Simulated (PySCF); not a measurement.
These compounds are isomers of formula C6H4F3N.

A. SMILES CC(=C=CC(F)(F)F)C#N
B. `N#C[C@H]1CC=C1C(F)(F)F`
C. 3-(trifluoromethyl)pyridine

Spectrum 1. ¹³C{¹H} NMR (computed): δ 228.5 (C), 131.5 (C), 117.2 (C), 95.4 (CH), 91.3 (C), 20.9 (CH3).

Spectrum 2. ¹³C{¹H} NMR (computed): δ 158.9 (CH), 153.1 (CH, q, J = 3.8 Hz), 140.6 (CH, q, J = 2.8 Hz), 133.5 (C, q, J = 338.6 Hz), 132.6 (C, q, J = 32.3 Hz), 128.3 (CH).

Spectrum 3. ¹³C{¹H} NMR (computed): δ 152.4 (CH), 142.6 (C), 128.1 (C), 121.6 (C), 36.0 (CH2), 28.3 (CH).

Computed data (PySCF 2.14): geometry: GFN2-xTB, σ from GIAO-PBE0/pcSseg-1, spin–spin couplings from B3LYP/pcJ-1 (spin–dipole term left out of most H,H and C,H couplings). One computed conformer, relativity neglected, one averaged value for each set of equivalent atoms, gas phase.

Referencing at the same level of theory: ¹³C (186.93 ppm) vs TMS. Splittings of carbon signals by F and P are missing where no couplings were computed. One-bond C–F couplings are unscaled and too large by tens of Hz. Shifts are as computed. Against solution values, carbons near 30 ppm lie about +3 ppm off and those near 130 ppm about +5 ppm. Of 1211 compounds with measured shifts, 218 miss one by over three times the rms of a fit or turn the order of signals round; such compounds aren't used in these exercises.

Question: Match each spectrum to its structure.

Answer: 1–A, 2–C, 3–B.

- Spectrum 1 (A): 6 ¹³C signals; δC 228.5 is a central carbon of an allene; δC 131.5 is a CF3 carbon.
- Spectrum 2 (C): 6 ¹³C signals; δC 158.9 is an aromatic CH next to a ring nitrogen; δC 153.1 is an aromatic CH next to a ring nitrogen.
- Spectrum 3 (B): 6 ¹³C signals; δC 152.4 is an alkene CH; δC 142.6 is a fully substituted alkene carbon.
